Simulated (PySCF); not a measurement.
Distorted geometries of [Eu(N2)]3+

[Eu(N2)]3+ (singlet in the valence; each metal's 4f electrons, 6 of them, lie in its core potential, out of spins and levels). PySCF 2.14.0, RKS PBE, Eu lcecp-1-SVP with ECP52, N def2-SVP; non-relativistic Hamiltonian with scalar-relativistic core potentials where named; density fitting; no spin-orbit coupling. Relaxed geometry:

```xyz
3

Eu    0.0000    0.0000   -0.4441
N     0.0000    0.0000    1.9821
N     0.0000    0.0000    3.1051
```

Task: Order these distorted geometries by energy above the relaxed one, lowest first.
A.
```xyz
3

Eu   -0.1041    0.0859   -0.3717
N     0.0936   -0.0722    2.0270
N     0.0105   -0.0137    2.9878
```
B.
```xyz
3

Eu    0.0536   -0.0248   -0.5510
N    -0.0703    0.0827    2.0386
N     0.0167   -0.0579    3.1555
```
C.
```xyz
3

Eu   -0.1375   -0.0961   -0.6944
N     0.1391    0.1703    2.0201
N    -0.0016   -0.0743    3.3174
```

Result: B (0.11 eV), C (2.13 eV), A (2.50 eV).

Task: Which forces (eV/Å) act in the one that lies 2.50 eV up?

Result: 
```
Eu    0.07  -0.05  -0.40
N     2.93  -2.05 -37.37
N    -3.00   2.10  37.77
```
Forces carry noise of the integration grid, about 0.01 to 0.03 eV/Å.

An lcecp potential fixes the number of 4f electrons, so in runs with it no electron can move into or out of that shell.
